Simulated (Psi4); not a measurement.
H6GeSi, charge -1, doublet, at the geometry of the source list (a state made from the parent by changing its charge; the spin is typed, not shown lowest) (a gas-phase anion, which may not be bound at this level), with bond 8-2 at 2.0 times its length. Base run: Psi4 with M06-2X/STO-3G.

Geometry (Å):
```xyz
8

Si    -1.2111     0.1233     0.0217
Ge     1.1056    -0.1082    -0.0201
H     -1.7815    -0.7098     1.0810
H     -1.5822     1.5163     0.2667
H     -1.7757    -0.2952    -1.2621
H      1.6110    -1.4255    -0.5414
H      1.8458     0.8932    -0.8584
H      2.4708     0.1202     2.6453
```
Charge -1, spin multiplicity 2.
Orbitals are unrestricted.
All else is at Psi4's defaults (density fitting).
Base energy -2342.48561 Eh.

Variants of this job, named by their change:

```tsv
change	ΔE vs base (mEh)	SCF cycles	grid points	basis functions
base	0.000	9	171610	33
guess = gwh	0.000	12	171610	33
dft_pruning_scheme = robust	0.018	9	117438	33
puream = true	0.000	9	171610	33
cholesky_tolerance = 1e-3 (with scf_type cd)	10.879	9	171610	33
scf_initial_accelerator = none	0.000	9	171610	33
df_basis_scf = cc-pvtz-jkfit	3.722	9	171610	33
dft_radial_points = 99	7.952	9	224932	33
dft_radial_scheme = mura	7.156	9	174069	33
scf_initial_accelerator = ediis	0.000	9	171610	33
guess = sap	0.000	11	171610	33
dft_radial_scheme = becke	-8.249	9	151748	33
guess = sadno	0.000	9	171610	33
```

Open shells are given as the SCF converged; they aren't shown to be the lowest states, and a large step between rows can be another state.

A gas-phase anion may not be bound at this level; its values then depend on the basis.
